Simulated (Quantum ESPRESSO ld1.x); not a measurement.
Charge is removed step by step from the 2p level of the calcium ion Ca2+, starting from [Ar]. Method: non-relativistic Kohn-Sham, revPBE, spin-unpolarised, spherical densities, point nucleus; computed with ld1.x of Quantum ESPRESSO 7.5.

removed (e),E - E(0) (eV),eigenvalue (eV),E minus straight line (eV)
0,0.000,-349.78,0.000
0.1,35.228,-354.79,-2.303
0.2,70.958,-359.83,-4.104
0.3,107.19,-364.90,-5.400
0.4,143.94,-370.02,-6.185
0.5,181.20,-375.17,-6.458
0.6,218.97,-380.35,-6.214
0.7,257.27,-385.57,-5.449
0.8,296.09,-390.82,-4.161
0.9,335.44,-396.11,-2.346
1,375.31,-401.44,0.000

Removing the whole electron costs 375.31 eV by Delta-SCF, against 349.78 eV from minus the eigenvalue at the starting occupation. Slater's transition state (half an electron removed) gives 375.17 eV. Integrating minus the eigenvalue over the occupation (Janak's theorem) gives 375.31 eV. The mean slope of the eigenvalue, de/dn, is 51.7 eV per electron.
